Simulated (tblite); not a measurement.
Species: C5H13NSSi.
Numbering: `[CH2:1]=[C:2]([CH2:3][N:4]([CH3:5])[CH3:6])[S:7][SiH3:8]` (hydrogens: H9, H10 on C1; H11, H12 on C3; H13, H14, H15 on C5; H16, H17, H18 on C6; H19, H20, H21 on Si8)

Cartesian coordinates in Å at the GFN2-xTB level; atoms count from 1:
```xyz
21
C5H13NSSi angstrom
C      1.2760   -2.6138   -0.2753
C      0.9406   -1.4571    0.2835
C     -0.4715   -0.9536    0.3415
N     -0.5414    0.4428   -0.0568
C     -1.8672    0.9917    0.1522
C     -0.1347    0.6060   -1.4415
S      2.1596   -0.4395    1.0411
Si     1.1462    1.4163    1.5044
H      2.2944   -2.9570   -0.2768
H      0.5393   -3.2535   -0.7310
H     -1.1113   -1.5890   -0.2912
H     -0.8307   -1.0287    1.3743
H     -1.8553    2.0542   -0.0859
H     -2.1537    0.8762    1.1962
H     -2.6183    0.4956   -0.4760
H      0.8770    0.2253   -1.5693
H     -0.1464    1.6640   -1.6985
H     -0.8013    0.0673   -2.1272
H      1.1219    2.3404    0.3823
H     -0.0145    1.1932    2.3538
H      2.1825    1.9362    2.4099
```

Computed values, GFN2-xTB/tblite, gas phase, harmonic and unscaled. This tight-binding method is rough: wavenumbers can miss measured ones by several per cent, in bad cases by 10 to 20. Modes of hydrogen on silicon can be 10 to 20 % off. One conformer, not necessarily the lowest.

Harmonic wavenumbers (cm⁻¹): 47.1, 118.4, 130.8, 154.0, 203.0, 222.3, 243.3, 298.7, 357.9, 384.9, 401.6, 415.2, 434.4, 491.4, 553.1, 561.1, 578.6, 666.2, 676.1, 734.5, 851.3, 872.6, 897.9, 930.3, 940.6, 987.3, 1040.1, 1053.9, 1080.5, 1130.2, 1180.1, 1189.7, 1259.8, 1267.1, 1326.0, 1396.6, 1413.8, 1426.5, 1464.8, 1480.2, 1483.2, 1490.8, 1493.8, 1666.3, 2188.9, 2296.2, 2324.0, 2853.7, 2903.6, 2908.9, 2931.5, 3019.0, 3023.9, 3024.7, 3033.0, 3101.1, 3149.4.

A = 1701, B = 1380, C = 913.3 MHz; mass 147.054 u (most abundant isotopes); point group C1, symmetry number 1.

Q: Zero-point energy?

A: ½Σν̃ = 36877 cm⁻¹ = 441.15 kJ/mol.

Q: Entropy at 500 K, 1 bar (ideal gas, RRHO, classical rotation)?

A: Translation 181.85, rotation 129.44, vibration 223.51: S = 534.8 J/(mol K).

Q: And Cp and H(500 K) − H(0)?

A: Cp = 263.71 J/(mol K), of which vibrations give 230.45 (their classical limit is 57 R = 473.9); H(500 K) − H(0) = 76.35 kJ/mol without the zero-point energy, 59.73 from vibrations.

Q: How do the functions run with temperature in this model?

A: 
```
T (K)  S (J/(mol K))  Cp (J/(mol K))  H − H(0) (kJ/mol)  G − H(0) (kJ/mol)  ln q(vib)
  100          287.9            78.7               5.21             -23.57       1.35
  200          359.1           131.9              15.79             -56.02       3.92
  300          421.9           181.0              31.46             -95.12       6.74
  800          678.0           345.3             168.74            -373.69      20.86
 1000          759.2           381.3             241.59            -517.57      26.04
```

q(vib) and H(0) count from the zero-point level.

Q: Which modes carry the vibrational entropy at 500 K?

A: 47.1 cm⁻¹: 24.94; 118.4 cm⁻¹: 17.31; 130.8 cm⁻¹: 16.49; 154.0 cm⁻¹: 15.15; 203.0 cm⁻¹: 12.90; 222.3 cm⁻¹: 12.17 J/(mol K); the other 51 give 124.56 together.

Q: What must be added to the electronic energy to get the Gibbs energy at 500 K and 1 bar?

A: ZPE + [H(500 K) − H(0)] − T·S = 441.15 + 76.35 − 267.40 = 250.10 kJ/mol.

Hindered rotation and anharmonicity are outside this model. Other conformers, if any are populated, would add a mixing term that is left out. The structure is chiral; the term R ln 2 for an equal mix with its mirror image is left out.

The run took 1.7 s of wall time on one thread, Arm Neoverse N1 (aarch64), shared host with 64 logical CPUs at a one-minute load of 60. The figure is for the frequency step alone.
